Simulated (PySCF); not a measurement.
## Stretching SiBr

Set-up: PySCF, no relativity, basis sets Si def2-TZVPP, Br def2-TZVPP. Energies in eV from Si + Br in their ground configurations at the same level. All curves are PBE0. state 1: ²Π (doublet), unpaired electrons π ↑; state 2: ⁴Σ⁻ (quartet), unpaired electrons σ ↑, π ↑↑, a second solution, started from another occupation.

| R (Å) | state 1 | state 2 |
| --- | --- | --- |
| 1.925 | -2.918 | -0.225 |
| 2.015 | -3.490 | -0.777 |
| 2.105 | -3.797 | -1.065 |
| 2.172 | -3.901 | -1.158 |
| 2.239 | -3.927 | -1.177 |
| 2.306 | -3.893 | -1.143 |
| 2.396 | -3.781 | -1.043 |
| 2.508 | -3.568 | -0.872 |
| 2.642 | -3.251 | -0.653 |
| 2.821 | -2.786 | -0.402 |

Question: Put a parabola through the three lowest points of the state 1 curve and estimate Re, k and ωe (reduced mass 20.65 u; 1 eV/Å² = 0.16022 mdyn/Å; ωe = 1302.8·√(k/μ) cm⁻¹).

Answer: Through R = 2.172, 2.239, 2.306 Å the second-order coefficient is 6.68 eV/Å², so Re ≈ 2.235 Å, k ≈ 2.14 mdyn/Å and ωe ≈ 420 cm⁻¹. A polynomial fit of higher order to the unrounded PBE0 energies gives Re = 2.231 Å, k = 2.17 mdyn/Å, ωe = 423 cm⁻¹; anharmonicity and rounding make the difference.

The higher-order fit for each curve: state 1: Re = 2.231 Å, ωe = 423 cm⁻¹, De = 3.93 eV; state 2: Re = 2.226 Å, ωe = 406 cm⁻¹, minimum 1.18 eV below the ground-state fragments.

Spin–orbit coupling is left out. Counting both spins, an empty level lies below a filled one in some of these solutions, because spin and occupation are held. The state was picked by a PBE0 search and need not be the measured ground state.
